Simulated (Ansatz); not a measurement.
Born–Oppenheimer molecular dynamics of Cl$_{2}$F$_{3}$HW (7 atoms, charge 0, multiplicity 1). It starts from a relaxed structure.

Level of theory: RKS r2SCAN-D4/def2-SVP (Ansatz).

| Quantity | Value |
| --- | --- |
| ensemble | NVT, Langevin thermostat |
| time step | 0.25 fs |
| steps asked | 300 |
| set temperature | 2000 K |
| friction | 0.005 /fs |
| seed | 527803 |

First frame:

```xyz
7
Properties=species:S:1:pos:R:3
W -0.099 0.000 -0.143
H 0.116 0.000 1.561
F 1.757 0.000 0.070
F -0.125 1.841 0.013
Cl -2.327 0.000 0.269
F -0.125 -1.841 0.013
Cl 0.263 0.000 -2.454
```

Question: How far do the bonds stretch over the last three quarters of this one trajectory? (Pairs bonded in most of those frames.)

Answer: 
```json
{"bond": "W1–H2", "mean (Å)": "1.691", "spread (Å)": "0.024", "shortest": "1.62", "longest": "1.73"}
{"bond": "W1–F3", "mean (Å)": "1.872", "spread (Å)": "0.045", "shortest": "1.80", "longest": "1.93"}
{"bond": "W1–F4", "mean (Å)": "1.848", "spread (Å)": "0.038", "shortest": "1.78", "longest": "1.90"}
{"bond": "W1–Cl5", "mean (Å)": "2.322", "spread (Å)": "0.032", "shortest": "2.28", "longest": "2.37"}
{"bond": "W1–F6", "mean (Å)": "1.873", "spread (Å)": "0.079", "shortest": "1.74", "longest": "2.00"}
{"bond": "W1–Cl7", "mean (Å)": "2.353", "spread (Å)": "0.023", "shortest": "2.30", "longest": "2.38"}
```

Mean temperature of the second half: 1297 K. The mean temperature of the second half is 35 % below the set value. A run of 0.075 ps of so small a system gives no equilibrium averages.

Time of the run: 20 min on 4 threads of Arm Neoverse V1, with other jobs on the host, peak memory 0.21 GiB.
